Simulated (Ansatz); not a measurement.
Ideal-gas functions of `OC1(F)[SiH2]S1` at 600 K and 1 bar, from an Ansatz frequency run at PBE0-D4/def2-TZVP.

Molar mass 110.18 g/mol, point group C1 (symmetry number 1), electronic degeneracy 1, moments of inertia 121.157, 177.954, 202.821 u Å². Harmonic wavenumbers (cm⁻¹, unscaled): 206, 282, 334, 365, 423, 541, 546, 584, 628, 692, 717, 944, 1085, 1192, 1374, 2252, 2273, 3779.

Use S(trans) = R[1.5 ln M + 2.5 ln T − 1.1517]; rotational temperatures θ = 24.2544 K / I; S(rot) = R[ln(√π/σ · √(T³/θAθBθC)) + 1.5]; for each mode x = 1.438777 ν̃/T, S = R[x/(eˣ − 1) − ln(1 − e⁻ˣ)] and H = RT x/(eˣ − 1); 1 cm⁻¹ = 0.0119627 kJ/mol; R = 8.31446 J/(mol·K).

By hand: the entropy, in J/(mol·K).

Translation 182.0. Rotation: θ = 0.2002, 0.1363, 0.1196 K, giving 120.8. Vibration, mode by mode: 14.26, 11.72, 10.38, 9.68, 8.54, 6.71, 6.64, 6.16, 5.65, 5.00, 4.76, 3.10, 2.37, 1.94, 1.37, 0.24, 0.23, 0.01, in all 98.8. Electronic 0.0. Sum 401.6 J/(mol·K).

By hand: H − E and G − E in kJ/mol, counted from the electronic energy.

Zero-point energy ½ × 18217 × 0.0119627 = 109.0; thermal vibration 33.8; translation, rotation and pV give 4 RT = 20.0. H − E = 162.8 kJ/mol, and G − E = 162.8 − 600 × 401.6/1000 = -78.2 kJ/mol.

Vibration gives 25 % of the entropy. The sum counts one conformer and one mirror image; others add a mixing term.
